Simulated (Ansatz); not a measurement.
Reaction (redistribution): `OBN[SiH3]` + `N[SiH]([SiH3])[SnH3]` → `[SiH3]BN[SiH3]` + `N[SiH](O)[SnH3]`

Computed with Ansatz on PBE0-D4/def2-TZVP structures; ΔE is electronic, products minus reactants. CCSD(T)/CBS adds triple-zeta CCSD(T) − MP2 to the extrapolated MP2 energy (def2 sets, frozen cores). def2 core potentials past Kr. For Sn outer-core shells are correlated without core-valence functions, which leaves a few kJ/mol of doubt a bond. Each species was taken in one conformer, which may not be the lowest.

| level | ΔE (eV) |
| --- | --- |
| HF/def2-TZVPP | 0.48 |
| MP2/def2-QZVPP | 0.45 |
| MP2/CBS(def2) | 0.45 |
| CCSD/CBS(def2) | 0.46 |

(1) What does CCSD(T)/CBS give? (Estimate.)

Largest T1 diagnostic among the species: 0.014.

Results:

(1) Ansatz gave: +0.46 eV. The listed levels differ from it by 0.02, -0.01, -0.01, 0.00 eV.
